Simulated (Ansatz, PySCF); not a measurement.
The pair A = CH3F (SMILES CF) (first 5 atoms), B = CH6Si (SMILES C[SiH3]); geometry from B3LYP-D3(BJ)/def2-TZVP.
(charge 0, multiplicity 1):
```xyz
13

C     -0.6817     0.4925    -0.3017
F      0.3161    -0.2714     0.2995
H     -0.4888     0.5315    -1.3741
H     -1.6455     0.0230    -0.1049
H     -0.6574     1.4946     0.1264
C      1.0625    -0.9697     3.5276
Si    -0.3408     0.2698     3.4890
H      1.9275    -0.5611     4.0532
H      1.3653    -1.2261     2.5122
H      0.7583    -1.8849     4.0389
H     -0.7616     0.6256     4.8683
H     -1.5249    -0.2798     2.7843
H      0.0650     1.5218     2.8045
```

Correlated levels freeze the cores.

Codes used: Ansatz (Gaussian orbitals); PySCF for the dispersion terms. 

The monomers are drawn apart, rigid, along the line of their centres of mass. Counterpoise-corrected interaction energies (kcal/mol):

| level | R = 4.817 Å | R = 6.138 Å |
|---|---|---|
| PBE/def2-TZVPPD | -0.4542 | -0.1353 |
| PBE-D3(BJ)/def2-TZVPPD | -0.7479 | -0.2092 |
| wB97M-V/def2-TZVPPD | -0.6821 | -0.2106 |
| CCSD(T)/aug-cc-pV(D+d)Z | -0.6503 | -0.2037 |

Problem. R is the distance of the centres of mass. Find the local exponent m of E ∝ R⁻ᵐ between the two points.

Solution. 
m = ln(E₁/E₂)/ln(R₂/R₁): PBE/def2-TZVPPD 5.0; PBE-D3(BJ)/def2-TZVPPD 5.3; wB97M-V/def2-TZVPPD 4.9; CCSD(T)/aug-cc-pV(D+d)Z 4.8. For scale, two fixed dipoles give m = 3, dipole and quadrupole 4, quadrupoles 5, and dispersion or dipole-induced dipole 6 at long range; at these distances several terms mix, and what is left of overlap and damping shifts m, so it need not match one of them.

Ansatz is a first-principles code.
